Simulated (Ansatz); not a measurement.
Mulliken charges of `P[SiH2][SeH]` from B3LYP/def2-TZVPP in Ansatz (PBE0-D4/def2-TZVP geometry).

| atom | x (Å) | y (Å) | z (Å) | charge (e) |
| --- | --- | --- | --- | --- |
| P1 | -0.711 | 1.160 | -1.390 | -0.136 |
| Si2 | 0.664 | 0.105 | 0.041 | 0.283 |
| Se3 | -0.523 | -1.391 | 1.290 | -0.175 |
| H4 | -1.333 | -0.044 | -1.816 | 0.041 |
| H5 | -1.689 | 1.422 | -0.394 | 0.041 |
| H6 | 1.309 | 1.123 | 0.911 | -0.052 |
| H7 | 1.721 | -0.585 | -0.742 | -0.052 |
| H8 | 0.654 | -1.846 | 2.045 | 0.050 |

**Question.** By hand: the dipole of these point charges (1 e Å = 4.8032 D).

**Answer.** Σ q r = (0.127, 0.052, -0.022) e Å, of length 0.139 e Å = 0.67 D.

**Question.** How does the dipole of the full density compare? (Estimate.)

**Answer.** Computed: (0.087, -0.002, 0.023) e Å, 0.43 D; the point charges give 1.56 times that, at 33° from its direction.

Point charges leave out the atoms' own dipoles, such as those of lone pairs, and Mulliken's split depends on the basis, so the two needn't agree.

B3LYP here is the variant with VWN-RPA as its local correlation; programs differ in this.
